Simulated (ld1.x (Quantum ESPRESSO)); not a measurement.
Pd (Z = 46): excitation energies, all-electron against TM

Pd, norm-conserving Troullier–Martins (Kleinman–Bylander form), made with ld1.x (Quantum ESPRESSO) 7.5 (PBEsol, fully relativistic). Core [Kr], reference 4d10 5s0. Waves: 5s (bound, empty): rc 2.35 bohr; 5p channel at 0.05 Ry: rc 2.20 bohr; 4d (bound): rc 1.75 bohr. Local part: all-electron potential smoothed inside 1.60 bohr (lloc = -2). Core correction: Bessel-smoothed model core, default radius (core density twice the valence density).

Open shells are filled in proportion to 2j + 1 (rel_dist='average').

Energies are relative to the spin-unpolarised reference configuration 4d10 5s0; without spin polarisation the order of configurations can differ from experiment. Not all tests gave a result: 2 of 7 tests not solved or not reliable. Left out of the table: 4d9 5s1 (solver errors, printed error -3.3 eV); 4d8 5s1 (solver errors, printed error -4.0 eV).

```csv
valence configuration,charge,ΔE all-electron (eV),error AE − PS (meV)
4d8 5s0,+2,29.943,-166
4d7 5s0,+3,64.288,-592
4d6 5s0,+4,113.607,-1474
```

Q: What are ΔE and the potential's error for 4d9 5s0?

A: ΔE = 9.124 eV all-electron; the error (AE − PS) is -21 meV.

Q: What are ΔE and the potential's error for 4d9.5 5s0?

A: ΔE = 3.239 eV all-electron; the error (AE − PS) is -3.3 meV.

Note: ghost state, extra bound levels that the all-electron valence spectrum of the same l lacks: s at -4.7 eV. A true bound ghost makes a file unfit for plane-wave use.
